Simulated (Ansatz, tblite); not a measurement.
Cost and result up the ladder for `C[Si](C)(C)[Si](C)(C)[Si](C)(C)[Si](C)(C)[Si](C)(C)C` (53 atoms). Charge 0, multiplicity 1. Geometry: PBE-D4/def2-SVP.

Cartesian coordinates in Å:
```
C -4.949 -0.721 -1.347
Si -3.399 -1.342 -0.432
C -3.075 -3.151 -0.924
C -3.714 -1.252 1.442
Si -1.558 0.023 -0.994
C -1.831 1.745 -0.215
C -1.470 0.212 -2.894
Si 0.440 -0.996 -0.264
C 0.801 -2.461 -1.439
C 0.250 -1.679 1.511
Si 2.265 0.501 -0.379
C 3.865 -0.509 -0.669
C 2.039 1.701 -1.849
Si 2.554 1.720 1.621
C 3.135 0.540 2.996
C 3.898 3.038 1.336
C 0.956 2.580 2.183
H -5.838 -1.334 -1.088
H -4.810 -0.770 -2.447
H -5.173 0.333 -1.081
H -2.838 -3.239 -2.005
H -3.964 -3.783 -0.719
H -2.221 -3.573 -0.355
H -2.835 -1.609 2.016
H -4.586 -1.878 1.728
H -3.925 -0.211 1.761
H -1.902 1.681 0.890
H -1.000 2.437 -0.461
H -2.773 2.195 -0.591
H -2.404 0.663 -3.288
H -0.622 0.862 -3.193
H -1.335 -0.774 -3.385
H 0.942 -2.106 -2.481
H 1.727 -2.991 -1.133
H -0.032 -3.193 -1.438
H -0.532 -2.466 1.547
H -0.038 -0.879 2.223
H 1.200 -2.128 1.868
H 3.804 -1.086 -1.615
H 4.751 0.158 -0.730
H 4.036 -1.228 0.158
H 2.911 2.382 -1.937
H 1.943 1.146 -2.805
H 1.130 2.324 -1.725
H 3.332 1.099 3.935
H 4.072 0.020 2.708
H 2.370 -0.233 3.213
H 4.855 2.571 1.024
H 3.596 3.754 0.544
H 4.090 3.618 2.264
H 0.151 1.843 2.380
H 0.582 3.289 1.416
H 1.130 3.153 3.119
```

Ansatz on 2 threads of AMD EPYC 7R13 on a shared host and a share (18 GiB) of an NVIDIA H100 80GB HBM3; xTB runs through tblite on one thread. Times are rough, summed over both states, and most runs start from the orbitals of an earlier one. PBE0-D4/def2-TZVP serves as the yardstick here, not as an exact answer. The other state is a doublet.

The xTB rows come from tblite. Single mean-field runs in def2-TZVP are fitted with def2-universal-jkfit.

Raw xTB energies of ions are shifted by several eV.

```
            level  functions  wall time  vertical IE (eV)  difference from PBE0-D4/def2-TZVP (eV)
         GFN2-xTB        129     0.22 s             10.34                                    2.90
         GFN1-xTB        165     0.25 s             11.45                                    4.00
 PBE-D4/def2-TZVP        773       18 s              7.12                                   -0.32
PBE0-D4/def2-TZVP        773       27 s              7.44                                    0.00
```
